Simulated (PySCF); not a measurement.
# How the method moves the HOMO and LUMO of `N#C[SiH2]C#N`

Compound: C2H2N2Si.
Cartesian coordinates in Å at the PBE0-D3(BJ)/def2-SVP level; atoms count from 1:
```
atom  x, y, z in Å
N1    -2.4260   -1.1915   -0.0159
C2    -1.4847   -0.5151   -0.0124
Si3   -0.0005    0.5894    0.0017
C4     1.4896   -0.5070   -0.0237
N5     2.4335   -1.1797   -0.0375
H6     0.0017    1.3841    1.2529
H7    -0.0070    1.4297   -1.2193
```

Basis pcSseg-2 throughout (PySCF), one geometry. Geometry: PBE0-D3(BJ)/def2-SVP; no solvent, vibrations or thermal averaging.

Question: How do the orbital energies, the gap and the dipole change with the method?

Answer: 
```csv
method,kind,HOMO (eV),LUMO (eV),gap (eV),μ (D),SCF cycles
BLYP,GGA,-8.84,-2.51,6.33,3.65,14
B97-D,GGA,-8.95,-2.55,6.40,3.63,15
KT2,GGA,-8.95,-2.66,6.30,3.61,15
OPBE,GGA,-8.97,-2.57,6.40,3.57,15
PBE,GGA,-8.98,-2.66,6.32,3.63,14
KT3,GGA,-9.00,-2.62,6.38,3.58,15
BP86,GGA,-9.07,-2.74,6.33,3.64,14
LDA,LDA,-9.14,-2.90,6.24,3.77,14
B97-2,global hybrid,-10.04,-1.72,8.31,3.71,13
B3LYP,global hybrid,-10.06,-1.89,8.17,3.75,13
PBE0,global hybrid,-10.31,-1.69,8.62,3.74,13
mPW1PW91,global hybrid,-10.33,-1.70,8.63,3.73,13
BHandHLYP,global hybrid,-11.50,-0.61,10.90,3.86,12
CAM-B3LYP,range-separated hybrid,-11.71,-0.53,11.18,3.83,12
wB97X-D,range-separated hybrid,-12.20,0.14,12.33,3.76,13
LC-wPBE,range-separated hybrid,-13.16,0.63,13.79,3.82,12
HF,Hartree–Fock,-13.36,1.87,15.23,3.97,10
```

The HOMO spans 4.53 eV, from BLYP down to HF, and the gap runs from 6.24 eV (LDA) to 15.23 eV (HF). Over the methods BLYP (0 %), B97-D (0 %), KT2 (0 %), OPBE (0 %), PBE (0 %), KT3 (0 %), BP86 (0 %), LDA (0 %), B97-2 (21 %), B3LYP (20 %), PBE0 (25 %), mPW1PW91 (25 %), BHandHLYP (50 %), HF (100 %), a straight line through the gap against the share of exact exchange rises by 0.89 eV for each 10 % (correlation coefficient 1.000). The dipole ranges from 3.57 D (OPBE) to 3.97 D (HF). This basis has no diffuse functions.
